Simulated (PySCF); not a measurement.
A species of formula C3H6F2OSi has this rotational fingerprint, computed with CAM-B3LYP/def2-SVPD in PySCF (dipole) on a GFN2-xTB geometry, gas phase:

```
Rotational constants : A = 3080, B = 1631, C = 1098 MHz
Dipole components    : |μa| = 0.22 D, |μb| = 1.15 D, |μc| = 0.55 D
Inertial defect      : -13.71 u·Å²
κ                    : -0.46
```

Question: Which candidate fits, each taken in the one conformer that was computed?
A. `[CH3:1][C:2]([SiH2:3][OH:4])=[C:5]([F:6])[F:7]` with C1–C2–Si3–O4 -160°, C2–Si3–O4–H -40°
B. `[CH3:1][O:2][SiH2:3][CH:4]=[C:5]([F:6])[F:7]` with C1–O2–Si3–C4 180°, O2–Si3–C4–C5 180°

Answer: A. It is CC([SiH2]O)=C(F)F, an asymmetric top, point group C1. The candidates at the same level (rigid rotor, commonest isotopes):

```json
{"SMILES": "CO[SiH2]C=C(F)F", "A (MHz)": "7120", "B (MHz)": "871.7", "C (MHz)": "787.4", "μa (D)": "2.36", "μb (D)": "0.07", "μc (D)": "0.00", "Δ (u·Å²)": "-8.92", "point group": "Cs", "rotor": "near-prolate asymmetric top"}
{"SMILES": "CC([SiH2]O)=C(F)F", "A (MHz)": "3080", "B (MHz)": "1631", "C (MHz)": "1098", "μa (D)": "0.22", "μb (D)": "1.15", "μc (D)": "0.55", "Δ (u·Å²)": "-13.71", "point group": "C1", "rotor": "asymmetric top"}
```

`CO[SiH2]C=C(F)F` has A 131 % too high. No structure here is proved a minimum.
